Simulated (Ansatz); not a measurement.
Consider the homolysis of the F–Ge bond: `[NH2][Ge]([F])([F])[Cl]` → F• + `[NH2][Ge]([F])[Cl]`•.

Program: Ansatz. Geometries: PBE0-D4/def2-TZVP. ΔE: electronic, gas phase. CCSD(T)/CBS is the MP2 limit (def2-TZVPP, def2-QZVPP) plus CCSD(T) − MP2 in def2-TZVPP, frozen cores. This one scheme is used for every species, atoms too. DFT in def2-TZVPP. HSE06 is defined as in plane-wave codes. Open shells (•) are unrestricted, without spin–orbit coupling. Spin–orbit coupling would lower the free atoms: a little for F. Bonds to Ge are less sure, by a few kJ/mol each and by 10 to 20 or more in all where they break to atoms, as the def2 sets lack core-valence functions. Scalar relativity is left out up to krypton. One conformer a species, not always the lowest.

What is ΔE at CCSD(T)/CBS? (An estimate is asked.)

Ansatz gave: +551.8 kJ/mol.

What do these levels give: HSE06-D4, CAM-B3LYP-D4, B2PLYP, MP2/def2-SVP, CCSD/def2-SVP, MP2/CBS(def2)? (Estimate.)

Ansatz gave: HSE06-D4 516.8, CAM-B3LYP-D4 531.3, B2PLYP 526.4, MP2/def2-SVP 553.3, CCSD/def2-SVP 516.8, MP2/CBS(def2) 585.2 kJ/mol.

What do rigid-rotor, harmonic-oscillator terms from PBE0-D4/def2-TZVP frequencies (298.15 K, 1 bar) make of the CCSD(T)/CBS value? (An estimate is asked.)

Computed: ΔZPE = -8.4 kJ/mol, ΔH = +546.6 kJ/mol, ΔS = 142 J/(mol·K), ΔG = +504.2 kJ/mol. Open shells count their whole term as degenerate.

Largest T1 diagnostic among the species: 0.014.

The D4 term adds +5.1 kJ/mol with B3LYP and +2.7 kJ/mol with PBE0; it sums over pairs of atoms, weighted by their polarisabilities, and B3LYP, whose exchange is more repulsive, gets the larger term. In def2-TZVPP, CCSD(T) changes the Hartree–Fock value by +143.8 kJ/mol (the triples alone add +8.3 kJ/mol) and MP2 by +177.1 kJ/mol; breaking electron pairs costs correlation energy, which Hartree–Fock lacks.

B3LYP here is the variant with VWN-RPA as its local correlation; programs differ in this.
